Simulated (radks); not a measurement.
Task: All-electron atom: Pm55+ in [He] 2s2 2p2 (the NIST ground configuration). Calculated with a radial shooting solver on a logarithmic mesh with Libxc functionals: non-relativistic Kohn-Sham, PBE, spin-polarised, spherical densities, point nucleus; open shells are filled with parallel spins first (spin-orbit coupling, left out, can overturn this in heavy ions); relativity is left out, which matters for an element this heavy. Some entries of the table are withheld. Estimate them.

orbital,occ.,eigenvalue (hartree),r(max) (bohr)
1s up,1,(1),0.01648
1s down,1,(2),0.01647
2s up,1,(3),0.08821
2s down,1,(4),0.08835
2p up,2,(5),0.06826
2p down,0,(6),0.06841

Result: 
(1) 1s up eigenvalue (hartree): -1756.933
(2) 1s down eigenvalue (hartree): -1755.818
(3) 2s up eigenvalue (hartree): -411.8238
(4) 2s down eigenvalue (hartree): -409.9293
(5) 2p up eigenvalue (hartree): -405.1553
(6) 2p down eigenvalue (hartree): -402.8134
